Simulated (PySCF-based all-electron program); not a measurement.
## HI, singlet: squeezing and stretching

All-electron Kohn–Sham DFT on the free molecule, computed near the basis limit with an in-house program on PySCF integrals; Koelling–Harmon scalar relativity, no spin–orbit coupling, spin-restricted. Forces are good to about 0.008 eV/Å. A positive force pushes the atoms apart.

| r (Å) | LDA (eV/Å) | PBE (eV/Å) | PBE0 (eV/Å) |
| --- | --- | --- | --- |
| 1.000 | – | 59.502 | – |
| 1.100 | – | 37.371 | – |
| 1.200 | – | 22.878 | – |
| 1.4483 | 4.874 | 4.983 | ? |
| 1.6092 | 0.218 | 0.291 | ? |
| 1.7701 | -2.021 | -1.961 | – |

Question: What does PBE0 give at the lengths left open?

Answer: 1.4483 Å: 4.763 eV/Å; 1.6092 Å: 0.023 eV/Å.

Question: At 1.6092 Å, order the functionals from the one that pulls the atoms together most to the one that pushes them apart most.

Answer: PBE0 (0.023), LDA (0.218), PBE (0.291).
